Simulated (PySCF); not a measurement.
Correlation energy of P (phosphorus, neutral)

[Ne] 3s2 3p3, high-spin 4S determinant. Calculation: PySCF 2.14, in aug-cc-pVDZ-DK (5s4p2d, 27 functions); the spin-free X2C one-electron Hamiltonian (Gaussian nucleus). Frozen: [Ne]; 5 electrons correlated.

MP2 pair energies summed by pair of shells (mhartree):

```tsv
pair	energy	share (%)
3s-3p	-42.28	63.2
3p-3p	-16.15	24.2
3s-3s	-8.45	12.6
```

Total MP2 correlation energy: -66.88 mhartree.

Same-spin part -18.87 and opposite-spin part -48.01 mhartree; SCS-MP2 scales them by 1/3 and 6/5 to -63.90 mhartree.

```csv
level,correlation energy (mhartree)
CCSD,-85.09
(T),-1.55
CCSD(T),-86.64
```

Diagnostics: T1 = 0.0024, D1 = 0.0048, largest double amplitude 0.043.

Q: Is a single reference adequate?

A: Yes: T1 lies below 0.03 and no double amplitude reaches 0.07.
